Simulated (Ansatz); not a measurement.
ZnTe₂: single points at one geometry.

```yaml
crystal:
  periodic: [false, false, false]
  atoms:
    - {symbol: Zn, position_ang: [-1.264048, 0.222010, -0.329429]}
    - {symbol: Te, position_ang: [0.295242, -1.552535, 0.485259]}
    - {symbol: Te, position_ang: [0.968807, 1.330525, -0.155830]}
basis:
  gaussian: {orbitals: def2-TZVPD, initial_orbitals: start.molden}
hamiltonian: {xc: r2scan, dispersion: d4}
scf: {omitted_lower_state_checks: [starts]}
output: {orbitals: {seedname: orbitals}}
```

The file start.molden holds the orbitals of an earlier run on this structure, at another level or in another basis.

```sh
$ ansatz run in.yaml --threads 4 --pin off --events-out ev --progress --plain --max-ram 3916MiB
```

It prints (some lines left out):

```
Functional definition: r2SCAN
1362 factors; their error is unknown
mean field evaluation 1: about -63012.7267 eV, gradient 7.8e0 eV
mean field evaluation 2: about -63012.7951 eV, gradient 1.1e-1 eV
mean field evaluation 4: about -63012.7544 eV, gradient 2.1e-4 eV
mean field evaluation 8: about -63012.7544 eV, gradient 2.0e-5 eV
mean field -63012.75441593 eV, -2315.6760132066 hartree, gradient 2.0e-5 eV, S^2 0.000000; 0 other end points of the search recorded, 0 dependent functions left out
reference -63012.75442845 eV, -2315.6760136664 hartree; 39, 39 occupied and 130, 130 virtual orbitals, 1362 factors
Total energy: -63012.77725314 eV, -2315.6768524585 hartree
Checks for a lower state left out: starts
```

Hardware: 4 threads of Arm Neoverse V1 on a shared host. Wall time 4.5 s.

The first input with `hamiltonian: {xc: pbe0, dispersion: d4}` (abridged; 3.5 s):

```
Functional definition: PBE0
mean field -63001.29380742 eV, -2315.2548436120 hartree, gradient 1.9e-5 eV, S^2 0.000000
Total energy: -63001.40770530 eV, -2315.2590292817 hartree
Checks for a lower state left out: starts
```

First input, but with `gaussian: {orbitals: def2-TZVP, initial_orbitals: start.molden}`, `hamiltonian: {xc: pbe0, dispersion: d4}` (abridged; 2.5 s):

```
Functional definition: PBE0
mean field -63001.28005945 eV, -2315.2543383835 hartree, gradient 2.4e-5 eV, S^2 0.000000
Total energy: -63001.39395166 eV, -2315.2585238449 hartree
Checks for a lower state left out: starts
```

The first input with `gaussian: {orbitals: def2-TZVP, initial_orbitals: start.molden}`, `hamiltonian: {xc: {text: "exchange = 0.90*pbe_x + 0.10*exact_x\ncorrelation = pbe_c"}}` (abridged; 2.3 s):

```
Functional definition: unnamed
mean field -63000.46681608 eV, -2315.2244522409 hartree, gradient 9.0e-6 eV, S^2 0.000000
Total energy: -63000.46684521 eV, -2315.2244533115 hartree
Checks for a lower state left out: starts
```

The first input with `gaussian: {orbitals: def2-TZVP, initial_orbitals: start.molden}` (abridged; 3.5 s):

```
Functional definition: r2SCAN
mean field -63012.73943133 eV, -2315.6754625326 hartree, gradient 2.0e-5 eV, S^2 0.000000
Total energy: -63012.76226599 eV, -2315.6763016909 hartree
Checks for a lower state left out: starts
```

As the first input, with `gaussian: {orbitals: def2-TZVP, initial_orbitals: start.molden}`, `hamiltonian: {xc: {text: "exchange = 0.50*pbe_x + 0.50*exact_x\ncorrelation = pbe_c"}}` (abridged; 3.6 s):

```
Functional definition: unnamed
mean field -63002.85038425 eV, -2315.3120467554 hartree, gradient 2.2e-5 eV, S^2 0.000000
Total energy: -63002.85040061 eV, -2315.3120473565 hartree
Checks for a lower state left out: starts
```

The first input with `gaussian: {orbitals: def2-TZVP, initial_orbitals: start.molden}`, `hamiltonian: {xc: {name: B3LYP}, dispersion: d4}`, `output: {forces: true, orbitals: {seedname: orbitals}}` (abridged; 3.7 s):

```
Functional definition: B3LYP
mean field -63013.55589647 eV, -2315.7054670730 hartree, gradient 4.2e-5 eV, S^2 0.000000
Total energy: -63013.78296857 eV, -2315.7138118187 hartree
Atom 0 force     0.015412    -0.002278     0.003900 eV/Å
Atom 1 force    -0.005761     0.008254    -0.003472 eV/Å
Atom 2 force    -0.009651    -0.005977    -0.000428 eV/Å
Dipole moment:    -0.675863     0.118683    -0.176134 e Å
Checks for a lower state left out: starts
```

Geometry: B3LYP-D4/def2-TZVP.

In the def2 sets Te takes a core potential; there is no spin–orbit coupling. B3LYP takes the VWN-RPA correlation. At PBE0-D4/def2-TZVP a triplet of charge 0 lies 0.07 eV below the restricted singlet, each at its own geometry. The structure comes from a short search, and lower isomers may exist.
